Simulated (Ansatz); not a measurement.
Cost and result for the atomization energy of GeH3O3, SMILES `[OH][Ge]([OH])[OH]` radical (7 atoms, 6 bonds).

Z-matrix (Å, degrees):
```
Ge
O 1 1.778
O 1 1.778 2 106.7
O 1 1.778 2 106.7 3 113.7
H 2 0.962 1 112.6 3 50.7
H 3 0.962 1 112.6 2 164.5
H 4 0.962 1 112.6 2 50.7
```

The species carries charge 0 and has multiplicity 2. Correlated methods include outer-core shells of Ge, which these sets cover unevenly. Scalar relativity is left out up to krypton. All single points use the PBE0-D4/def2-TZVP geometry. It is one conformer, not always the lowest. Program: Ansatz. All runs use 4 threads of a server CPU on a shared host. Times are those of one run each, without the atoms' runs, and a repeat can differ threefold. Electronic energies, without spin–orbit coupling; frozen cores. CCSD(T)/CBS adds CCSD(T) − MP2 in def2-TZVPP to the MP2 limit, and its time is that of the two runs behind it. T1 = 0.015; ⟨S²⟩ of the reference is 0.76. With those shells the extrapolation isn't a true limit. B3LYP takes the VWN-RPA correlation (the form of Gaussian; ORCA's B3LYP/G). HSE06 is the plane-wave form, built on full-range PBE exchange.

CCSD(T)/CBS is a level of theory with its own doubt, some kJ/mol a heavy atom from the limit and from the frozen cores, so smaller differences don't rank the functionals.

| level | functions | wall time | atomization (kcal/mol) | difference from CCSD(T)/CBS | per bond |
| --- | --- | --- | --- | --- | --- |
| LDA (SPW92)/def2-TZVPP | 183 | 0.5 s | 698.9 | 108.3 | 18.1 |
| revPBE-D4/def2-TZVPP | 183 | 0.8 s | 581.3 | -9.3 | -1.5 |
| BLYP-D4/def2-TZVPP | 183 | 0.8 s | 590.8 | 0.2 | 0.0 |
| PBE-D4/def2-TZVPP (with forces) | 183 | 0.9 s | 602.9 | 12.3 | 2.1 |
| PBE0-D4/def2-TZVPP | 183 | 1.1 s | 578.0 | -12.6 | -2.1 |
| HSE06-D4/def2-TZVPP | 183 | 1.2 s | 578.7 | -11.9 | -2.0 |
| B3LYP-D4/def2-TZVPP (with forces) | 183 | 1.3 s | 581.6 | -9.0 | -1.5 |
| PBE-QIDH/def2-TZVPP | 183 | 1.7 s | 575.6 | -15.0 | -2.5 |
| B97M-V/def2-TZVPP | 183 | 2.4 s | 586.7 | -3.9 | -0.7 |
| CCSD(T)/def2-SVP | 89 | 4.1 s | 531.9 | -58.7 | -9.8 |
| MP2/def2-QZVPP | 350 | 5.5 s | 605.4 | 14.8 | 2.5 |
| CCSD(T)/def2-TZVPP | 183 | 69 s | 572.3 | -18.3 | -3.1 |
| CCSD(T)/CBS(def2) | – | 75 s | 590.6 | 0.0 | 0.0 |

In def2-TZVPP, CCSD(T) changes the Hartree–Fock value by +197.4 kcal/mol (the triples alone add +13.0 kcal/mol) and MP2 by +219.6 kcal/mol; breaking electron pairs costs correlation energy, which Hartree–Fock lacks. From r2SCAN to r2SCAN0 (25 % exact exchange), in def2-TZVPP and without D4, the atomization energy moves by −22.1 kcal/mol: exact exchange takes away binding that semilocal exchange gives to molecules. Leaving LDA and LC-ωPBE aside and taking each functional with its dispersion term where it has one, the values, not all of them listed here, spread over 54.4 kcal/mol, from BHLYP-D4 to PBE-D4. LDA lies +98.7 kcal/mol from PBE without D4, its usual overbinding.
